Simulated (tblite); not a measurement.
Compound: C₅H₁₄SSi₂.
Numbering: `[CH3:1][CH2:2]/[CH:3]=[CH:4]/[SiH2:5][S:6][SiH2:7][CH3:8]` (hydrogens: H9, H10, H11 on C1; H12, H13 on C2; H14 on C3; H15 on C4; H16, H17 on Si5; H18, H19 on Si7; H20, H21, H22 on C8)

The geometry is computed with GFN2-xTB (gas phase).

Task: List the bond lengths, angles and torsions at this level.

Result: 
```
                  bond  length (pm)
                 C1–C2        152.9
                 C2–C3        149.4
                 C3=C4        132.7
                C4–Si5        186.9
                Si5–S6        215.3
                S6–Si7        214.8
                Si7–C8        188.9
 C1–H9, C1–H10, C1–H11        108.8
        C2–H12, C2–H13        109.3
                C3–H14        108.3
                C4–H15        108.4
      Si5–H16, Si5–H17        146.2
      Si7–H18, Si7–H19        146.2
C8–H20, C8–H21, C8–H22        108.6
```

Bonds in one row agree within 1 pm and their mean is given. A selection of angles:
```
      angle  degrees
   C2–C1–H9    110.2
  C2–C1–H10    110.5
  H9–C1–H10    108.4
  H9–C1–H11    108.6
   C1–C2–C3    111.0
  C1–C2–H12    108.9
  C3–C2–H12    108.9
 H12–C2–H13    108.2
   C2–C3–C4    125.2
  C2–C3–H14    115.0
  C4–C3–H14    119.8
  C3–C4–Si5    124.2
  C3–C4–H15    118.4
 Si5–C4–H15    117.4
  C4–Si5–S6    105.0
 C4–Si5–H16    113.1
 S6–Si5–H16    108.0
H16–Si5–H17    109.6
 Si5–S6–Si7    103.0
  S6–Si7–C8    106.5
 S6–Si7–H18    107.6
 C8–Si7–H18    112.3
H18–Si7–H19    109.9
 Si7–C8–H20    110.7
 H20–C8–H21    108.0
```

Torsions: C1–C2–C3–C4 -119° (anticlinal); C2–C3–C4–Si5 180° (antiperiplanar); C3–C4–Si5–S6 -152° (antiperiplanar); C4–Si5–S6–Si7 -177° (antiperiplanar); Si5–S6–Si7–C8 -171° (antiperiplanar). The mirror-image conformer, all signs reversed, is as good.

Si5 (SiH2 silicon) is distorted tetrahedral (angles from 105.0° to 113.1°). Of the pairs four or more bonds apart, H13···H15 is among the closest relative to their van der Waals radii: 2.38 Å, 99 % of the sum of Bondi's values. Si7 (SiH2 silicon) is tetrahedral (angles from 106.5° to 112.3°). The 3 C–C bonds span 1.327 Å (C3=C4, drawn double) to 1.529 Å (C1–C2, drawn single), a spread of 0.202 Å.

Point group: C1 (no symmetry element, even within 0.4 Å). Its lowest GFN2-xTB frequency is 10 cm⁻¹, too small to tell a flat minimum from a shallow saddle. The numbers are those of one conformer. 3 starts were optimised and ended at 0.00, 0.47 and 0.70 kcal/mol (GFN2-xTB); the lowest of these is shown.

The run took 1.9 s wall on an Arm Neoverse V1 with one thread (shared host). That covers the optimisation of the geometry.
